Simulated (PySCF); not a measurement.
C8H7F.
Bonds: C1–C2 (double), C2–C3, C3–C4 (aromatic), C4–C5 (aromatic), C5–C6 (aromatic), C6–C7 (aromatic), C7–F8, C7–C9 (aromatic), C3–C9 (aromatic). Hydrogens: H10, H11 on C1; H12 on C2; H13 on C4; H14 on C5; H15 on C6; H16 on C9.

Definitions: NICS(0) = −σiso at the ring centroid; NICS(1) = −σiso and NICS(1)zz = −σzz at ±1 Å along the ring normal z. Level: GIAO B97-2/pcSseg-2 (PySCF, non-relativistic, gas phase) on the PBE0-D3(BJ)/def2-TZVP geometry, one conformer.

Ring bond lengths (Å): C3–C4 1.395, C4–C5 1.386, C5–C6 1.385, C6–C7 1.384, C7–C9 1.376, C9–C3 1.396.

Problem. Give the NICS values of each ring in ppm.

Solution. 
| ring | type | NICS(0) | NICS(1), two faces | NICS(1)zz, two faces | rms pucker (Å) | centre to ring atoms, mean (Å) |
| --- | --- | --- | --- | --- | --- | --- |
| C3–C4–C5–C6–C7–C9 | 6-membered carbocycle; formal bonds all aromatic | -9.3 | -9.4 / -9.3 | -25.8 / -25.4 | 0.00 | 1.39 |

Problem. What can be read from them?

Solution. 
- C3–C4–C5–C6–C7–C9: mean NICS(1)zz -25.6 ppm, shielded. The ring is flat and has no four-coordinate atom; by the NICS criterion it is aromatic.

Problem. And the bond-length index? HOMA takes Krygowski's 1993 parameters.

Solution. 
- C3–C4–C5–C6–C7–C9: HOMA 0.99 = 1 − EN − GEO, with mean bond length 1.387 Å, EN = α(Ropt − mean)² = 0.000 and GEO = α × variance = 0.013. The geometric and the magnetic index point the same way.

Problem. At the second NICS(1) probe listed for ring C3–C4–C5–C6–C7–C9, 1 Å off the ring, how large is the induced field along the normal in 1 T applied along it?

Solution. NICSzz × B0 = -25.4 ppm × 1 T = -25 μT, against the applied field.

Problem. What are the shieldings of the ring atoms and their hydrogens in the same run (means over atoms taken as equivalent)?

Solution. 
```csv
atoms,environment,σ isotropic (ppm),"principal values of the symmetric part, first atom (ppm)"
C3,substituted aromatic carbon,38.4,"-53.3, 1.0, 167.4"
C4,aromatic CH carbon,53.8,"-43.6, 45.1, 160.1"
C5,aromatic CH carbon,48.4,"-60.3, 34.0, 171.5"
C6,aromatic CH carbon,64.0,"-21.7, 48.7, 165.1"
C7,aromatic C–F carbon,11.5,"-75.4, 29.7, 80.2"
C9,aromatic CH carbon,70.3,"-12.1, 52.7, 170.1"
H13,aromatic hydrogen,24.52,"21.4, 23.8, 28.4"
H14,aromatic hydrogen,24.12,"21.0, 24.2, 27.2"
H15,aromatic hydrogen,24.49,"21.5, 24.4, 27.5"
H16,aromatic hydrogen,23.94,"20.0, 22.9, 28.9"
```

Problem. How do the values depend on the level or the medium?

Solution. 
```csv
level,"NICS(0), C3–C4–C5–C6–C7–C9","mean NICS(1)zz, C3–C4–C5–C6–C7–C9"
"B97-2/pcSseg-2, gas",-9.3,-25.6
"KT3/pcSseg-2, gas",-9.0,-24.3
"PBE0/pcSseg-2, gas",-9.2,-25.8
"wB97X-D/pcSseg-2, gas",-9.2,-26.2
"WP04/pcSseg-2, IEF-PCM chloroform",-9.7,-25.1
"wB97X-D/pcSseg-2, IEF-PCM chloroform",-9.1,-26.3
```

The geometry is the same throughout; the continuum's cavity takes Bondi-type radii × 1.2.

Conformer computed: `[CH2:1]=[CH:2][c:3]1[cH:4][cH:5][cH:6][c:7]([F:8])[cH:9]1`: C1–C2–C3–C4 -172°.
